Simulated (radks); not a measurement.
Task: Species: Tl34+. Configuration: [Kr] 4d10 4f1. All-electron calculation, scalar-relativistic Kohn-Sham, exchange-only B88, spin-polarised, spherical densities, point nucleus; open shells are filled with parallel spins first (spin-orbit coupling, left out, can overturn this in heavy ions). Program: a radial shooting solver on a logarithmic mesh with Libxc functionals. Some entries of the table are withheld. Estimate them.

orbital  occ.  eigenvalue (eV)  <r> (bohr)  r(max) (bohr)
1s down     1        -86961.05     0.01631        0.01003
1s up       1        -86961.05     0.01631        0.01003
2s up       1        -16569.80     0.06875        0.05813
2s down     1        -16569.75     0.06875        0.05813
2p up       3        -14432.92     0.06237        0.04833
2p down     3        -14432.88     0.06237        0.04833
3s up       1        -4958.266      0.1768         0.1637
3s down     1        -4956.749      0.1768         0.1637
3p up       3        -4342.321      0.1783         0.1635
3p down     3        -4340.775      0.1782         0.1635
3d up       5        -3709.652      0.1614         0.1332
3d down     5        -3708.474      0.1614         0.1332
4s up       1        -2012.500      0.3697         0.3576
4s down     1        -2010.350      0.3699         0.3577
4p up       3        -1794.958      0.3863         0.3729
4p down     3        -1792.935      0.3865         0.3729
4d up       5              (1)      0.3902         0.3707
4d down     5              (2)      0.3904         0.3707
4f up       1        -1299.521      0.3687         0.3140
4f down     0        -1297.158      0.3690         0.3142

Result: 
(1) 4d up eigenvalue (eV): -1550.142
(2) 4d down eigenvalue (eV): -1548.120
